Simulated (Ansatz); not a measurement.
`CC(F)BF` and `C#CC(C)F` differ in one atom or group.

Ansatz, PBE0-D4/def2-TZVP geometries, multiplicity 1. Each molecule was computed in one conformer, which needn't be the lowest.

```
                                        property  `CC(F)BF`
               LUMO energy (PBE/def2-TZVPP) / eV      -2.03
           LUMO energy (ωB97M-V/def2-TZVPP) / eV       0.95
           HOMO–LUMO gap (B3LYP/def2-TZVPP) / eV       7.14
size of the dipole moment (B3LYP/def2-TZVPP) / D       1.20
           HOMO energy (ωB97M-V/def2-TZVPP) / eV     -10.96
            HOMO–LUMO gap (PBE0/def2-TZVPP) / eV       7.60
```

(1) What does the change do to each property? (Estimate.)

## Answers

(1) Computed: 
```json
{"property": "LUMO energy (PBE/def2-TZVPP) / eV", "`C#CC(C)F`": "-0.77", "shift": "1.26"}
{"property": "LUMO energy (ωB97M-V/def2-TZVPP) / eV", "`C#CC(C)F`": "2.38", "shift": "1.43"}
{"property": "HOMO–LUMO gap (B3LYP/def2-TZVPP) / eV", "`C#CC(C)F`": "7.94", "shift": "0.80"}
{"property": "size of the dipole moment (B3LYP/def2-TZVPP) / D", "`C#CC(C)F`": "1.87", "shift": "0.67"}
{"property": "HOMO energy (ωB97M-V/def2-TZVPP) / eV", "`C#CC(C)F`": "-10.41", "shift": "0.55"}
{"property": "HOMO–LUMO gap (PBE0/def2-TZVPP) / eV", "`C#CC(C)F`": "8.43", "shift": "0.83"}
```

With PBE0 the HOMO rises by 0.47 eV and the LUMO rises by 1.30 eV, so the gap widens by about 0.83 eV. PBE moves the HOMO by 0.16 eV and ωB97M-V by 0.55 eV. Dipoles are sizes alone; their direction can turn.

B3LYP here is the variant with VWN-RPA as its local correlation; programs differ in this.
